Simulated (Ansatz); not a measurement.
Tuning the range parameter of LC-ωPBE so that −HOMO meets the ionisation energy; basis def2-SVP, Ansatz. System: cyclo-(F2SiSe)3 (Si₃Se₃F₆). Charge 0, multiplicity 1. Geometry: PBE-D4/def2-SVP. The ionised state is a doublet.

Geometry of the singlet:

```xyz
12

Si    0.756   -1.796    0.145
F     1.079   -3.376    0.318
F     2.143   -1.008   -0.148
Se   -0.117   -1.141    2.146
Si   -0.278    1.069    1.613
F    -0.791    1.798    2.968
F     1.181    1.661    1.223
Se   -1.808    1.628    0.018
Si   -0.720    0.615   -1.710
F    -1.590    0.977   -3.031
F     0.768    1.237   -1.879
Se   -0.624   -1.662   -1.664
```

```json
{"ω (1/bohr)": "0.1", "HOMO (eV)": "-8.29", "LUMO (eV)": "-1.03", "vertical IE (eV)": "9.42", "HOMO + IE (eV)": "1.13"}
{"ω (1/bohr)": "0.15", "HOMO (eV)": "-8.89", "LUMO (eV)": "-0.55", "vertical IE (eV)": "9.60", "HOMO + IE (eV)": "0.71"}
{"ω (1/bohr)": "0.2", "HOMO (eV)": "-9.40", "LUMO (eV)": "-0.21", "vertical IE (eV)": "9.81", "HOMO + IE (eV)": "0.42"}
{"ω (1/bohr)": "0.3", "HOMO (eV)": "-10.18", "LUMO (eV)": "0.20", "vertical IE (eV)": "10.15", "HOMO + IE (eV)": "-0.03"}
```

Task: Where does the tuning condition hold?

Result: Near ω = 0.29 bohr⁻¹, by linear interpolation.
